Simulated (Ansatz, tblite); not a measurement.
Removing an electron: the cluster HgO2⁻ (the lowest doublet isomer of a short search). The state is a doublet with charge -1. Geometry: PBE-D4/def2-TZVPD. Ansatz, gas phase; energy differences of separate SCF runs; the oxidised species is a triplet (the singlet lies 2.21 eV higher at PBE0-D4/def2-TZVPD).

```xyz
3

Hg    0.000    0.000    0.000
O    -1.440    1.290    0.050
O     1.440   -1.290   -0.050
```

In the def2 sets Hg takes a core potential; there is no spin–orbit coupling. The xTB rows come from tblite. The structure comes from a short search, and lower isomers may exist.

| level | −HOMO (eV) | vertical IE (eV) | −LUMO (eV) | HOMO–LUMO gap (eV) | remarks |
| --- | --- | --- | --- | --- | --- |
| GFN1-xTB | – | 10.95 | – | – | – |
| GFN2-xTB | – | 9.95 | – | – | – |
| PBE-D4/def2-TZVPD | -0.14 | 3.06 | -0.39 | 0.24 | HOMO above zero (-1 doublet) |
| r2SCAN-D4/def2-TZVPD | 0.07 | 2.87 | -0.70 | 0.77 | – |
| PBE0-D4/def2-TZVPD | 0.91 | 2.66 | -1.44 | 2.35 | – |

  A HOMO above zero means that the electron is unbound at that level or that self-interaction error raises the level; the energy of removing that electron tells which. HOMO and LUMO are the levels of the spin that leaves or enters (xTB has no such levels and no spin-polarisation term). Other spin states of the ions may lie lower, which would lower the ionisation energy or raise the affinity. Raw xTB energy differences between charge states are shifted by several eV; the methods need an empirical correction for them.
